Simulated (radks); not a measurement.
Species: Te. Configuration: [Kr] 4d10 5s2 5p4.

Calculated with a radial shooting solver on a logarithmic mesh with Libxc functionals: Dirac Kohn-Sham, LDA (Slater exchange, Perdew-Wang correlation), spin-unpolarised, spherical densities, finite nucleus; open shells are shared between the two j in proportion to 2j + 1; Fermi nuclear charge, rms radius 4.7423 fm.

Energy parts (hartree):
total: -6790.95770
kinetic: 7179.48633
electron-nucleus: -16502.03055
Hartree: 2701.93363
exchange-correlation: -170.34711

Orbitals (lengths in bohr, moments of r in powers of bohr; r(90%) holds 90 % of the orbital's charge):
orbital,occ.,eigenvalue (hartree),<r>,r(90%),<r^2>,<1/r>
1s1/2,2,-1160.127,0.02784,0.0500,0.001050,55.52
2s1/2,2,-177.8866,0.1195,0.185,0.01691,12.93
2p1/2,2,-166.7616,0.1009,0.165,0.01251,12.92
2p3/2,4,-156.6885,0.1064,0.173,0.01380,11.95
3s1/2,2,-35.38242,0.3224,0.474,0.1189,4.595
3p1/2,2,-30.79860,0.3126,0.470,0.1136,4.509
3p3/2,4,-28.92183,0.3240,0.487,0.1218,4.270
3d3/2,4,-20.80162,0.2949,0.464,0.1031,4.125
3d5/2,6,-20.40871,0.2985,0.469,0.1055,4.064
4s1/2,2,-6.02070,0.7647,1.11,0.6617,1.839
4p1/2,2,-4.44304,0.8015,1.18,0.7335,1.727
4p3/2,4,-4.08284,0.8307,1.22,0.7878,1.648
4d3/2,4,-1.56330,0.9661,1.48,1.098,1.381
4d5/2,6,-1.50904,0.9786,1.50,1.127,1.361
5s1/2,2,-0.56372,2.077,3.06,4.906,0.6293
5p1/2,1.33333,-0.24542,2.573,3.91,7.677,0.5049
5p3/2,2.66667,-0.21526,2.707,4.12,8.513,0.4778

The highest occupied level is 5p3/2 at -5.857 eV. The density falls to 0.001 e/bohr^3 at r = 4.62 bohr. The electron density at the nucleus is 2.27e+05 e/bohr^3. Summed over all electrons, <r^2> = 61.96 bohr^2, which gives a Langevin (diamagnetic) susceptibility term of -49.1 x 10^-6 cm^3/mol.
